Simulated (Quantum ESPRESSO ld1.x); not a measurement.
The numbers below are computed, except where a source is named.
Problem. These are the eigenvalues of the occupied orbitals of an atom or ion with whole-number occupations (eV). Level of theory: Dirac Kohn-Sham, PBE, spin-unpolarised, spherical densities, point nucleus (ld1.x of Quantum ESPRESSO 7.5).

orbital  eigenvalue
1s1/2    -17872.021
2s1/2     -2522.789
2p1/2     -2313.947
2p3/2     -2228.079
3s1/2      -457.959
3p1/2      -380.212
3p3/2      -366.503
3d3/2      -229.519
3d5/2      -227.007
4s1/2      -102.888
4p1/2       -80.940
4p3/2       -78.898
4f5/2       -20.254

Which element is it, and in what charge state? The configuration may be excited. Open shells, if any, fill j = l - 1/2 first.

Solution. Z = 40, zirconium, charge +4: Zr4+ in [Ar] 3d10 4s1 4p6 4f1. The list shows which subshells hold electrons but not how many an open one holds; the 1s level, -656.78 hartree, gives Z - s = 36.2 by -(Z - s)^2/2, which with screening and relativity narrows Z to a few neighbours, and the depths of the outer levels then fix element, charge and occupations together.
